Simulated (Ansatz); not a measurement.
Born–Oppenheimer molecular dynamics of Cl2H2Sn (5 atoms, charge 0, multiplicity 1). It starts at the highest image of a converged band. Of that band: Neighbouring images differ by up to 1.5 eV, so the band resolves the path poorly. A vibrational analysis at the climbing image gives one clearly imaginary mode, 1249i cm⁻¹: a first-order saddle point.

Computed with Ansatz 0.2.0, RKS PBE-D4/def2-SVP.

```json
{
  "ensemble": "NVE (velocity Verlet)",
  "time step": "0.5 fs",
  "steps asked": "200",
  "starting velocities drawn for": "100 K",
  "seed": "4560"
}
```

First frame:

```xyz
5
Properties=species:S:1:pos:R:3
Sn 0.159 0.468 -0.365
H 0.366 -1.367 0.318
H 1.295 -0.744 -0.810
Cl -2.125 0.182 -0.925
Cl 0.306 1.461 1.782
```

(1) How far do the bonds stretch over the last three quarters of this one trajectory? (Pairs bonded in most of those frames.)

## Answers

(1) 
```json
{"bond": "Sn1–H2", "mean (Å)": "1.809", "spread (Å)": "0.107", "shortest": "1.64", "longest": "2.01"}
{"bond": "Sn1–H3", "mean (Å)": "1.790", "spread (Å)": "0.106", "shortest": "1.60", "longest": "2.00"}
{"bond": "Sn1–Cl4", "mean (Å)": "2.388", "spread (Å)": "0.013", "shortest": "2.37", "longest": "2.41"}
{"bond": "Sn1–Cl5", "mean (Å)": "2.414", "spread (Å)": "0.046", "shortest": "2.33", "longest": "2.48"}
```

Mean temperature of the second half: 2766 K. The conserved energy stayed within 0.28 meV per atom of its start (net change -0.019 meV per atom), so the integration is sound. The system heated up, since it started high on the potential surface and ran downhill. A run of 0.1 ps of so small a system gives no equilibrium averages. The orbitals stay closed-shell, which can raise the energy where a bond breaks towards radicals; this wasn't checked here.

Run time: 6 min on 1 CPU thread of a shared host.
